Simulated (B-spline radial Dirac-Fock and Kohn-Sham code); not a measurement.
# Elastic and transport cross sections of oxygen for electrons

The computed values come from a radial B-spline solver: relativistic (Dirac) partial waves in the static field of the Dirac-Fock atom with Furness-McCarthy exchange, without polarisation or absorption potentials. σ_tr1 and σ_tr2 weight the cross section with 1 − P₁ and 1 − P₂ of cos θ; "backward" is the share scattered beyond 90°.

| energy (eV) | σ (a₀²) | σ_tr1 (a₀²) | σ_tr2 (a₀²) | σ/σ_tr1 | backward (%) |
| --- | --- | --- | --- | --- | --- |
| 3000 | 0.767 | 0.0339 | 0.0761 | 22.6 | 0.61 |
| 3200 | 0.723 | 0.0303 | 0.0683 | 23.9 | 0.57 |
| 3250 | 0.713 | 0.0295 | 0.0666 | 24.2 | 0.56 |
| 3850 | 0.611 | 0.0219 | 0.0501 | 28.0 | 0.46 |
| 4850 | 0.494 | 0.0145 | 0.0338 | 34.1 | 0.35 |
| 5000 | 0.481 | 0.0138 | 0.0321 | 34.9 | 0.34 |
| 6640 | ? | ? | ? | ? | ? |
| 9110 | 0.274 | 0.00470 | 0.0113 | 58.3 | 0.17 |
| 10000 | 0.251 | 0.00397 | 0.00963 | 63.2 | 0.16 |
| 12500 | 0.203 | 0.00266 | 0.00651 | 76.6 | 0.12 |
| 14300 | 0.179 | 0.00208 | 0.00513 | 86.1 | 0.11 |

Question: Fill in the row for 6.64 keV.

Answer: σ = 0.369 a₀², σ_tr1 = 0.00829 a₀², σ_tr2 = 0.0197 a₀², σ/σ_tr1 = 44.5, backward 0.25 %. The ratio σ/σ_tr1 is roughly the number of elastic collisions that randomise the direction.
